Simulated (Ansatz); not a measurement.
The cluster Te2Au3, relaxed as a doublet with UKS PBE-D4/def2-SVP in Ansatz, starting from the GFN1-xTB geometry. Force threshold 0.02 eV/Å.

In the def2 sets Au, Te take a core potential; there is no spin–orbit coupling. The relaxation made no stability test and no search for a lower SCF solution. No other spin state of charge 0 was run. The structure comes from a short search, and lower isomers may exist.

Start:

```csv
atom,x (Å),y (Å),z (Å)
Au1,0.369,0.965,1.308
Au2,-0.153,-1.647,0.199
Au3,-0.216,0.681,-1.508
Te4,2.047,-0.237,-0.400
Te5,-2.047,0.238,0.401
```

```csv
step,energy (eV),largest force component (eV/Å),SCF passes
1,-25673.7933,1.156,18
2,-25673.7980,0.802,27
3,-25674.0082,0.161,26
4,-25674.0131,0.028,21
5,-25674.0133,0.002,21
```

Force components are those of the run's own axes.

End:

```xyz
5

Au    0.3942    1.0349    1.3999
Au   -0.1636   -1.7647    0.2126
Au   -0.2307    0.7298   -1.6126
Te    2.0455   -0.2378   -0.4002
Te   -2.0455    0.2378    0.4002
```

By distances, no bond broke or formed. The bond that changes most is Au1–Te4, from 2.68 to 2.75 Å (atoms count from 1).

No frequencies were taken in this run, so the end may be a saddle point.

Hardware: 4 threads of Intel Xeon Platinum 8259CL on a shared host. Wall time 18 s.
